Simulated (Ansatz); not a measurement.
This geometry of AlCl2FH2O (7 atoms, charge 0, multiplicity 1) is a first-order saddle point.

The calculation used RHF/6-31G* (Ansatz 0.2.0).

```xyz
7
Properties=species:S:1:pos:R:3
Al 0.047 -0.354 -0.138
F 0.034 -0.095 1.712
Cl 1.830 0.374 -0.950
Cl -1.791 0.201 -0.985
O 0.074 -1.991 0.578
H -0.520 -2.706 0.398
H 0.006 -1.151 1.643
```

Problem. Which two structures does it join? (They come from a converged band through this point; their orientation in space is the band's.)

Solution. Bonds broken: O5–H7. Bonds formed: F2–H7.

Image 0:

```xyz
7
Properties=species:S:1:pos:R:3
Al 0.052 -0.039 0.091
F 0.014 0.549 1.626
Cl 1.824 0.241 -1.010
Cl -1.767 -0.018 -0.996
O 0.065 -1.912 0.669
H -0.539 -2.528 0.260
H 0.031 -2.016 1.618
```

Image 8:

```xyz
7
Properties=species:S:1:pos:R:3
Al -0.033 -0.470 -0.175
F 0.026 -0.030 1.739
Cl 1.779 0.251 -0.958
Cl -1.809 0.394 -0.894
O -0.088 -2.056 0.479
H -0.182 -2.887 0.041
H -0.013 -0.924 2.026
```

Problem. How far does it lie above each of them?

Solution. 1.40 eV above the first and 0.12 eV above the second. This is the barrier of this one path; another mechanism may lie lower. The orbitals stay closed-shell, which can raise the energy where a bond breaks towards radicals; this wasn't checked here.

Run time: 2.4 min on 1 thread of Arm Neoverse V2, on a shared host, peak memory 0.18 GiB.
